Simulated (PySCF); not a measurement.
NMR data sheet: C$_{5}$H$_{10}$FNSi$_{2}$

```
Formula                               : C5H10FNSi2
SMILES                                : CC#C/C=C/N([SiH3])[SiH2]F
Point group of the computed structure : C1
Degrees of unsaturation               : 3
Carbon signals                        : 5
Proton signals                        : 5
```

Mapped SMILES: `[CH3:1][C:2]#[C:3]/[CH:4]=[CH:5]/[N:6]([SiH3:7])[SiH2:8][F:9]`. Hydrogens are named by the atom that carries them.

PySCF calculation with geometry from GFN2-xTB and GIAO PBE0/pcSseg-1 shieldings; rapidly exchanging positions averaged, single conformer, non-relativistic Hamiltonian, gas phase.

Chemical shifts δ = σref − σ; 1H and 13C and 29Si vs TMS; 19F against CFCl3; 15N vs NH3, all at this level.

```tsv
carbon	δC, type	δH (multiplicity)	HMBC from (2–3 bonds)	span of the C tensor (ppm)
C1	5.8, CH3	2.14 (s)	–	21
C2	91.1, C	–	H(C4), H(C1)	215
C3	83.9, C	–	H(C5), H(C4), H(C1)	267
C4	90.7, CH	4.40 (d)	H(C5)	139
C5	154.7, CH	6.53 (m)	H(Si8), H(Si7), H(C4)	191
```

Other nuclei:
```tsv
atoms	nucleus	environment	δ (ppm)	σ (ppm)
H(Si8)	1H	hydrogen on a silicon bonded to F, N	5.39	26.33
H(Si7)	1H	hydrogen on a silicon bonded to N	4.84	26.88
F9	19F	fluorine bonded to Si	-214.1	385.1
Si8	29Si	silicon bonded to F, N, 2 H	-10.0	359.2
Si7	29Si	silicon bonded to N, 3 H	-38.7	387.8
N6	15N	enamine nitrogen	71.0	196.7
```

- Carbon types of the structure: 2 × C, 2 × CH, 1 × CH3, leaving 5 H on heteroatoms.
- δC 154.7: alkene carbon bearing nitrogen; an sp2 carbon further deshielded by the attached heteroatom.
- δC 91.1, 83.9: alkyne carbon; sp carbons lie upfield of alkene carbons because the cylindrical π system leaves one tensor component strongly shielded.
- δC 90.7: β carbon of an enol-ether or enamine type C=C; the O or N lone pair pushes π density onto this β carbon and shields it.
- δC 5.8: propargylic methyl carbon; saturated and bonded to C and H only.
- δH 4.40: hydrogen on a β carbon of an enol-ether or enamine type C=C; lone-pair donation from O or N shields it, upfield of ordinary alkene protons.

Splittings by 19F in the carbon and heteronuclear signals aren't shown, as no couplings were computed. Shifts are as computed. Against solution values, carbons near 30 ppm lie about +3 ppm off and those near 130 ppm about +5 ppm. Of 1211 compounds with measured shifts, 218 miss one by over three times the rms of a fit or turn the order of signals round; such compounds aren't used in these exercises. Unscaled 19F shifts against computed CFCl3 carry errors that often reach 10 to 50 ppm. Experimental scales use liquid or dissolved standards, which lie at an offset from isolated NH3 (liquid NH3: subtract about 20 ppm). No couplings were computed; multiplicities are counted from neighbouring protons, with m where these are inequivalent, close in shift, in a saturated or five-membered ring or joined by F or P, and br s for small geminal =CH2 splittings.
